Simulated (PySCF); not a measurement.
A structure optimised at B3LYP-D3(BJ)/def2-TZVP, used in a PySCF frequency run:

```xyz
5

In    -0.3021     0.0169     0.0000
H     -1.9639     0.3020     0.0000
F      0.9929     1.5018     0.0000
O      0.7652    -1.6494     0.0000
H      1.7091    -1.4508     0.0000
```

Problem. Write its SMILES, formula and point group.

Solution. [OH][InH][F], FH₂InO, Cs

Problem. What are its rotational constants (standard atomic weights)?

Solution. 11.270, 5.6762, 3.7750 GHz
